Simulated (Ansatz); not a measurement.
Problem. Predict a relaxed structure of Hf₂O₄ (the lowest singlet isomer of a short search), charge 0, singlet, at r2SCAN-D4/def2-SVP (Ansatz).

Solution. 
```csv
atom,x (Å),y (Å),z (Å)
Hf1,-0.708,0.870,-0.981
Hf2,0.708,-0.870,0.980
O3,-1.030,0.058,0.795
O4,1.030,-0.058,-0.795
O5,-1.673,-0.055,-2.163
O6,1.673,0.054,2.163
```
Point group C2h (tolerance 0.1 Å). This is one stationary point.

In the def2 sets Hf takes a core potential; there is no spin–orbit coupling. The relaxation made no stability test and no search for a lower SCF solution. The structure comes from a short search, and lower isomers may exist.
